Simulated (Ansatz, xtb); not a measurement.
**Two isomers of C5H11FO**

We compare a, `CC(C)O[C@H](C)F`, a singlet, with b, `CCOC(C)(C)F`, a singlet. Both are isolated molecules in the gas phase, relaxed with B3LYP-D3(BJ)/def2-SVP; the shapes shown needn't be the lowest conformers.

a (Å):

```csv
atom,x (Å),y (Å),z (Å)
C,-0.5286,-2.3021,0.6009
C,0.2614,-1.0392,0.9100
C,1.7278,-1.1425,0.5015
C,-0.3507,1.2747,0.7956
C,-1.2926,2.2008,0.0647
F,0.9403,1.8126,0.7284
O,-0.3871,0.0348,0.2131
H,-0.5182,-2.4978,-0.4830
H,-1.5761,-2.1940,0.9199
H,-0.0909,-3.1714,1.1149
H,0.2015,-0.8288,1.9965
H,2.2144,-1.9833,1.0208
H,2.2645,-0.2159,0.7428
H,1.8037,-1.3129,-0.5842
H,-0.5781,1.2096,1.8797
H,-1.2289,3.2149,0.4835
H,-1.0138,2.2307,-0.9988
H,-2.3260,1.8356,0.1509
```

b (Å):

```xyz
18

C     0.3435    3.3686    1.3102
C     0.1372    2.7542   -0.0603
C    -0.8374    0.7389   -0.9444
C    -0.0102    0.7619   -2.2247
C    -1.1770   -0.6596   -0.4641
F    -2.0487    1.3871   -1.2425
O    -0.2408    1.3947    0.1223
H    -0.5905    3.3353    1.8913
H     1.1145    2.8160    1.8693
H     0.6643    4.4180    1.2183
H     1.0688    2.8177   -0.6541
H    -0.6528    3.2912   -0.6122
H    -0.5139    0.1766   -3.0067
H     0.1087    1.7896   -2.5951
H     0.9849    0.3308   -2.0409
H    -1.7860   -0.5826    0.4472
H    -0.2578   -1.2151   -0.2298
H    -1.7428   -1.2004   -1.2353
```

Quicker runs give these differences E(b) − E(a): GFN2-xTB −0.98 kJ/mol; HF/STO-3G −7.39 kJ/mol (at GFN2-xTB geometries); r2SCAN-D4/def2-SVP −3.38 kJ/mol (at GFN2-xTB geometries).

**Question.** Estimate E(b) − E(a) at the level CCSD(T)/def2-SVP + ΔMP2/def2-TZVPP.

**Answer.** Too close to call at this level: CCSD(T)/def2-SVP + ΔMP2/def2-TZVPP gives E(b) − E(a) = −3.45 kJ/mol.

Level by level:

```tsv
level	geometry	E(b) − E(a) (kJ/mol)	departure from the last row (kJ/mol)	job, with rough time for the two
GFN2-xTB	GFN2-xTB	−0.98	+2.46	optimisation, 0.22 s
HF/STO-3G	GFN2-xTB	−7.39	−3.94	single point, 0.34 s
r2SCAN-D4/def2-SVP	GFN2-xTB	−3.38	+0.06	single point, 3.7 s
B3LYP-D3(BJ)/def2-SVP	B3LYP-D3(BJ)/def2-SVP	−1.16	+2.29	optimisation, 32 s
HF/def2-SVP	B3LYP-D3(BJ)/def2-SVP	−2.13	+1.32	part of the CCSD(T) run
MP2/def2-SVP	B3LYP-D3(BJ)/def2-SVP	−2.16	+1.29	part of the CCSD(T) run
CCSD(T)/def2-SVP	B3LYP-D3(BJ)/def2-SVP	−2.63	+0.82	single point
CCSD(T)/def2-SVP + ΔMP2/def2-TZVPP	B3LYP-D3(BJ)/def2-SVP	−3.45		single point, 93 s
```

As drawn, both hold the same kinds of bond in the same numbers.

The largest departure from CCSD(T)/def2-SVP + ΔMP2/def2-TZVPP is that of HF/STO-3G, 3.94 kJ/mol. The last row adds to CCSD(T) the change of the MP2 difference between the two basis sets, here −0.82 kJ/mol.

With thermal terms from frequencies at re-optimised GFN2-xTB minima (ideal gas, soft modes damped towards free rotors, one conformer each, 298.15 K, 1 atm): the zero-point term adds −1.29 kJ/mol; ΔH is −4.47 and ΔG −4.88 kJ/mol.

The correlated steps freeze 7 core orbitals. Mirror images aren't counted in ΔG. Programs: Ansatz 0.2.0, xtb 6.7.1; the last row on 4 threads of Arm Neoverse V2 on a shared host.
